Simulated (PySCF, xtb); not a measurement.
BFHO, SMILES [OH+]=BF, charge +1.

The structure is a stationary point at B3LYP-D3(BJ)/def2-TZVP. A frequency run showed that this geometry is not a minimum. The isomer is the one that the SMILES or the coordinates give; other isomers of the formula were not compared.

These are IEF-PCM-PBE0/def2-SVP in PySCF values and carry that method's errors.

The values are the electrostatic part of the solvation free energy, E(continuum) − E(gas) at the gas-phase geometry, in a cavity of scaled van der Waals radii (PySCF's table); cavitation and dispersion terms are not included. In vacuum the orbital gap is 12.93 eV.

```tsv
solvent	ε	ΔG(elec) (kcal/mol)	gap (eV)
water	78.36	…	…
n-hexane	1.88	-32.6	12.86
2-propanol	19.26	-66.6	12.76
```

Question: Complete the blanks. (An estimate is asked for; the answer gives what the named calculation found.)

Answer: 
- water, ΔG(elec) (kcal/mol): -69.3
- water, gap (eV): 12.75

For comparison, GFN2-xTB/ALPB(water) (xtb, at the GFN2-xTB geometry, all terms of that model) gives -77.0 kcal/mol.
